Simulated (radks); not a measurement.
Q: Coherent X-ray form factor from a spherical all-electron density. All-electron calculation, scalar-relativistic Kohn-Sham, LDA (Slater exchange, VWN5 correlation), spin-polarised, spherical densities, point nucleus. Program: a radial shooting solver on a logarithmic mesh with Libxc functionals.

sin(theta)/lambda (1/angstrom),f0 (electrons)
0.05,12.451
0.1,11.261
0.15,10.091
0.2,9.171
0.25,8.456
0.3,7.848
0.4,6.730
0.5,5.662
0.6,4.693
0.8,3.221
1,2.339
1.25,1.767
1.5,1.484
2,1.191

The species is in the configuration that NIST lists as its ground one. Which atom or ion scatters so?

A: Neutral aluminium, [Ne] 3s2 3p1. Extrapolating in s^2 from the first two rows gives f0(0) = 12.8, near the electron count 13; among species with that count, the fall with angle is slower the higher Z, and the table is that of Z = 13; from so few rows the species is fixed only to a neighbour or two.
